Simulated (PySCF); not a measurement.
# How methods differ on the ionisation energy of Pd⁺

Pd⁺ [Kr] 4d9 (2D) → Pd²⁺ [Kr] 4d8 (3F), as a difference of total energies. Calculation: PySCF 2.14, in aug-cc-pVTZ-DK; scalar relativity by spin-free X2C-1e. Correlated levels: valence: [Kr] frozen. The calculations carry no spin-orbit coupling.

**Question.** Order these methods by the ionisation energy they give, lowest first.
A. MP2 (valence)
B. SCS-MP2 (valence)
C. CCSD (valence)
D. UHF

**Answer.** D (17.436 eV), C (19.158 eV), B (19.344 eV), A (19.481 eV).

A first-order spin-orbit estimate (lowest level to lowest level, LS coupling) adds -0.117 eV.

Errors of the correlated levels include the incompleteness of this basis and the frozen core.

For comparison: 19.43 ± 0.12 eV (semi-empirical (NIST evaluation); NIST Atomic Spectra Database, ionization energies).
